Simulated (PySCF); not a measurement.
C3H9AsSi2.
Cartesian coordinates in Å at the PBE0-D3(BJ)/def2-SVP level; atoms count from 1:
```
atom  x, y, z in Å
C1     2.7271    1.4738   -0.2371
C2     1.8535    0.3352   -0.0306
C3     1.1212   -0.6243    0.1455
Si4   -0.0844   -1.9632    0.4308
As5   -1.9594   -0.9314    1.4502
Si6   -2.2181    0.5756   -0.3612
H7     3.7397    1.2673    0.1430
H8     2.3425    2.3633    0.2859
H9     2.8093    1.7179   -1.3077
H10   -0.4367   -2.6125   -0.8673
H11    0.4861   -2.9906    1.3518
H12   -2.9472   -1.9318    0.8542
H13   -1.3751    1.7775   -0.0927
H14   -3.6522    0.9935   -0.4200
H15   -1.8289   -0.0087   -1.6819
```

Theory: PySCF, TDDFT B3LYP/def2-SVPD, vertical, gas phase, core orbitals frozen in the response. The B3LYP/def2-SVPD calculation is non-relativistic and has no spin–orbit coupling, an omission that weighs most on arsenic.

Frontier orbitals with the atoms that hold most of them (Löwdin shares over 4%, at most four atoms; ? is withheld):

| orbital | ε (eV) | atoms |
| --- | --- | --- |
| LUMO+2 | -0.21 | As5 32%, Si6 24%, Si4 11%, H15 8% |
| LUMO+1 | -0.41 | As5 23%, Si4 18%, C2 12%, C3 11% |
| LUMO | -0.55 | ? |
| HOMO | ? | ? |
| HOMO-1 | -7.53 | C3 23%, C2 22%, As5 19%, Si4 9% |
| HOMO-2 | -7.61 | C3 35%, C2 32%, As5 9%, C1 6% |
| HOMO-3 | -8.23 | As5 26%, Si6 16%, C3 15%, Si4 12% |

(1) Give the leading atoms of the LUMO.

(2) Which atoms hold the HOMO, and with what shares?

(3) What is the HOMO energy, and the HOMO–LUMO gap?

Results:

(1) As5 (bonded to 2 Si and H) 21%; Si4 (bonded to As, C and 2 H) 19%; C3 (bonded to C and Si) 16%; C2 (bonded to 2 C) 15%. By element: carbon 31% or more, arsenic 21%, silicon 19% or more.

(2) As5 (bonded to 2 Si and H) 50%; Si4 (bonded to As, C and 2 H) 11%; C3 (bonded to C and Si) 9%; C2 (bonded to 2 C) 8%. By element: arsenic 50%, carbon 17% or more, silicon 11% or more.

(3) ε(HOMO) = -6.94 eV; the gap is 6.39 eV (0.2349 hartree).

The HOMO–LUMO gap is 6.39 eV. Where does the response calculation put the lowest singlet, and from which orbitals?

S1 is at 5.53 eV (f = 0.0073), 0.87 eV below the gap, made of HOMO→LUMO+1 (56%), HOMO→LUMO (22%), HOMO-1→LUMO+1 (8%). Its leading pair isn't HOMO and LUMO; the energies of that pair differ by 6.53 eV. 

Next come S2 at 5.60 eV (f 0.072), HOMO→LUMO (57%), HOMO→LUMO+1 (9%), HOMO→LUMO+3 (9%); S3 at 5.76 eV (f 0.012), HOMO-2→LUMO (52%), HOMO-1→LUMO (28%), HOMO→LUMO+1 (8%); S4 at 5.83 eV (f 0.027), HOMO→LUMO+3 (57%), HOMO→LUMO+1 (14%), HOMO→LUMO+2 (8%); S5 at 5.94 eV (f 0.037), HOMO→LUMO+2 (51%), HOMO-1→LUMO (10%), HOMO→LUMO+3 (10%).

Löwdin shares depend on the basis, the more so with diffuse functions.

One conformer stands for the species.
